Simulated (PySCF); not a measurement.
PySCF 2.14 output of an unrestricted r2SCAN calculation on a single atom or ion in aug-cc-pV(T+d)Z with one added diffuse shell each of s, p, d, f type (7s6p5d3f, 71 functions), with the non-relativistic Hamiltonian (point nucleus):

```
SCF conv_tol = 1e-09
number electrons alpha = 10  beta = 6
    J. W. Furness, A. D. Kaplan, J. Ning, J. P. Perdew, and J. Sun.,  J. Phys. Chem. Lett. 11, 8208-8215 (2020)
    J. W. Furness, A. D. Kaplan, J. Ning, J. P. Perdew, and J. Sun.,  J. Phys. Chem. Lett. 11, 9248-9248 (2020)
    J. W. Furness, A. D. Kaplan, J. Ning, J. P. Perdew, and J. Sun.,  J. Phys. Chem. Lett. 11, 8208-8215 (2020)
    J. W. Furness, A. D. Kaplan, J. Ning, J. P. Perdew, and J. Sun.,  J. Phys. Chem. Lett. 11, 9248-9248 (2020)
cycle= 1 E= -397.787309468944  delta_E= -0.00296  |g|= 0.0185  |ddm|= 0.152
cycle= 2 E= -397.78745882038  delta_E= -0.000149  |g|= 0.00972  |ddm|= 0.0945
cycle= 3 E= -397.787552945607  delta_E= -9.41e-05  |g|= 0.00284  |ddm|= 0.0355
cycle= 4 E= -397.78755663655  delta_E= -3.69e-06  |g|= 0.000134  |ddm|= 0.00486
cycle= 5 E= -397.787556655374  delta_E= -1.88e-08  |g|= 7.4e-06  |ddm|= 0.000749
cycle= 6 E= -397.787556655451  delta_E= -7.7e-11  |g|= 9.34e-07  |ddm|= 4.03e-05
converged SCF energy = -397.787556655451  <S^2> = 6.0004868  2S+1 = 5.0001947
```

The run itself started from symmetry-adapted Hartree-Fock orbitals and held the occupation by maximum overlap, on a logarithmic radial grid, so the iterations belong to that start.

Task: Which element, charge and spin multiplicity is this?

Result: S (sulfur, neutral), multiplicity 5; the state was [Ne] 3s2 3p3 3d1, high-spin 5D determinant (an excited configuration).

The outer electron is Rydberg-like, and this basis confines it to a smaller radius and binds it less than a complete one would.
